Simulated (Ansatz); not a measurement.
Basis-set extrapolation for C3H10F2OSi2 (`CO[SiH](F)CC[SiH2]F`) (PBE0-D4/def2-TZVP geometry, frozen core, Ansatz 0.2.0). Multiplicity 1, RHF reference.

```json
{"": "HF", "def2-TZVPP": "-971.417117", "def2-QZVPP": "-971.454640"}
{"": "MP2 correlation", "def2-TZVPP": "-1.496611", "def2-QZVPP": "-1.616855"}
{"": "CCSD(T) correlation", "def2-TZVPP": "-1.610297", "def2-QZVPP": "not run"}
```

Energies in hartree. Use E(X) = E(∞) + A·exp(−7.88·√X) for Hartree–Fock and E(X) = E(∞) + B·X^(−2.97) for correlation, with X = 3 and 4, and add CCSD(T) minus MP2 of the smaller set to the MP2 limit.

Problem. What is the CCSD(T) energy at the basis-set limit?

Solution. HF limit: -971.454640 + (-0.037523) × 0.13774 = -971.45981. MP2 limit: -1.616855 + (-0.120244) × 0.74074 = -1.70592. Higher-order term: -1.610297 − (-1.496611) = -0.11369. Total: -973.27942 hartree, 6.86 eV below CCSD(T)/def2-TZVPP.
